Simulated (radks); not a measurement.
The numbers below are computed, except where a source is named.
Task: These are the eigenvalues of the occupied orbitals of an atom or ion with whole-number occupations (hartree). Level of theory: scalar-relativistic Kohn-Sham, r2SCAN, spin-polarised, spherical densities, finite nucleus; meta-GGA in the generalised Kohn-Sham scheme; Fermi nuclear charge, rms radius of each element as measured or else 0.836 A^(1/3) + 0.57 fm (a radial shooting solver on a logarithmic mesh with Libxc functionals).

orbital  eigenvalue
1s        -3514.117
2s        -874.1589

Which element is it, and in what charge state? The configuration may be excited. Open shells, if any, are filled with parallel spins first.

Result: Z = 81, thallium, charge +77: Tl77+ in [He] 2s2. The 1s level, -3514.1 hartree, gives Z - s = 83.8 by -(Z - s)^2/2, which with screening and relativity narrows Z to a few neighbours, and with so few levels the electron count can be read from the list.
